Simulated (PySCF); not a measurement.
## Dipole response of Fe²⁺ (iron, charge +2)

[Ar] 3d6, high-spin 5D determinant. Computed with PySCF 2.14 in aug-cc-pVTZ (8s7p5d3f2g, 93 functions), with the non-relativistic Hamiltonian (point nucleus). Coupled (time-dependent) response in atomic units; α is the mean over directions.

```tsv
method	mean α (bohr³)	α xx, yy, zz	C₆ (like pair)	S(−4)
LC-wPBE	3.742	3.971, 3.971, 3.283	10.92	8.060
```

S(−4) is the Cauchy moment in α(ω) = α(0) + S(−4) ω² + …

α(iu) at LC-wPBE:

```
u (hartree)  α(iu) (bohr³)
          0          3.742
     0.0500          3.722
      0.100          3.664
      0.200          3.465
      0.300          3.210
      0.500          2.710
      0.750          2.219
       1.00          1.855
       1.50          1.356
       2.00          1.035
       3.00         0.6584
       5.00         0.3323
```

A single London oscillator, α(iu) = α/(1 + u²/ω²), gives C₆ = (3/4) ω α². Matching the computed C₆ needs ω = 4 × 10.92 / (3 × 3.742²) = 1.04 hartree.

For an ion, C₆ is the dispersion term alone; charge-induced terms of lower order in 1/R come first.

The components differ because the open shell of this determinant is not spherical; for a pure term their mean is the scalar polarisability.
